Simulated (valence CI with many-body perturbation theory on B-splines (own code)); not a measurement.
The numbers below are computed, except where a source is named.
## Sensitivity of CI+MBPT for Ba⁴³⁺

Level of theory: configuration interaction combined with many-body perturbation theory (CI+MBPT): three valence electrons over a frozen Dirac-Fock core [Ne], a basis of 6 s, 6 p, 5 d, 3 f, 1 g functions for each j, with the one-electron correlation potential Σ1 (screened to all orders), the two-electron term Σ2, the three-electron term Σ3, Breit, model QED; selected single and double excitations, second order for the rest, scaled by the run's own slope (own B-spline code, finite nucleus).

The last digits are not significant, and no measured levels were compared; by estimate large intervals hold to a few tenths of a per cent, small ones and those within an open d or f shell to about a per cent.

The reference run has the lowest level (3s^2 3p1/2) J=1/2 and an ionisation energy of 3364.12 eV. Its largest variational space holds 2756 state functions.

Levels are named by their leading jj configuration (3d3/2^4 stands for four electrons in 3d with j = 3/2), which in mixed levels can hold well under half, so a name can repeat and another be missing. Letters in brackets count levels of one name in rising energy.

Changed runs:
A. size limit of the variational space 10000 → 1500; second order for the rest on → off; highest l in the core sums 6 → 7
B. scale of Σ1 1 → 0
C. averaging of valence orbitals over low configurations on → off
D. Davidson iteration limit 60 → 2 (bad on purpose)

Excitation energies of the reference run in cm⁻¹, and shifts in cm⁻¹:

```
                     Level  Reference       A      B         C  D
        (3s^2 3p3/2) J=3/2     789408     +13   -716      +0.3  0
        (3s 3p1/2^2) J=1/2     866425    +4.9  +1823      +7.7  0
(3s 3p1/2 3p3/2) J=3/2 [a]    1504440     +11  +1127       +12  0
    (3s 3p1/2 3p3/2) J=5/2    1600160     +18  +1091       +11  0
(3s 3p1/2 3p3/2) J=3/2 [b]    1729940     +18  +1082       +16  0
    (3s 3p1/2 3p3/2) J=1/2    1795430    +5.2  +1137      +5.7  0
        (3s^2 3d3/2) J=3/2    2101860     +36   +957       +50  0
        (3s^2 3d5/2) J=5/2    2195490     +28   +304       +50  0
        (3s 3p3/2^2) J=5/2    2425950     +24   +395       +17  0
        (3s 3p3/2^2) J=1/2    2589030    +5.2   +395      +1.0  0
     (3p1/2^2 3p3/2) J=3/2    2608130     +32  +2871       +25  0
        (3s 3p3/2^2) J=3/2    2629610     +26   +415      +4.7  0
    Ionisation energy (eV)    3364.12  -0.002  -1.05  -0.00034  0
```

Run D: The Davidson iterations stopped at their limit.
